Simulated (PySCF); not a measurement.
## Worked example: chemical shift, span and skew from a shielding tensor

C₂H₈ClNSi₂, SMILES [Si@@H](/C=N/[SiH3])(C)Cl. Atoms are numbered in the order given.

```xyz
14

C      1.5143    -0.4267    -1.7285
Si     1.0409     0.6417    -0.2819
Cl     2.4222     0.4446     1.2585
C     -0.6463     0.0902     0.3897
N     -1.5260    -0.2304    -0.4728
Si    -3.1661    -0.7458    -0.0690
H      0.6822    -0.4261    -2.4503
H      2.4261    -0.0607    -2.2242
H      1.6839    -1.4627    -1.3968
H      0.9773     2.0857    -0.6347
H     -0.8463     0.0665     1.4875
H     -3.3817    -0.7643     1.4133
H     -4.1194     0.2018    -0.7073
H     -3.3740    -2.1094    -0.6274
```

Geometry optimised at ωB97X-D3(BJ)/def2-SVP. The structure was generated by enumeration; whether it is a known compound was not checked. The values are those of a single conformer.

GIAO shieldings from B3LYP/pcSseg-1 (PySCF), non-relativistic, no solvent. The symmetric part of the tensor of N5 has the principal values -703.5, -227.5, 282.6 ppm. The same nucleus in NH3 has σ = 265.5 ppm at this level (PySCF, at its B3LYP-D3(BJ)/def2-TZVP geometry). Without spin–orbit terms, shifts of atoms bonded to Cl or Br come out too high.

Task: Work out the isotropic shielding, the ¹⁵N shift against NH3, the span and the skew.

Result: 
σ(iso) = (σ11 + σ22 + σ33)/3 = -216.1 ppm. δ = σ(ref) − σ(iso) = 265.5 − (-216.1) = 481.6 ppm.
Span Ω = σ33 − σ11 = 986.1 ppm. Skew κ = 3(σ(iso) − σ22)/Ω = 0.03. Tumbling in solution averages the tensor to δ; in a static solid the shielding alone would spread this spin-1/2 line over Ω.
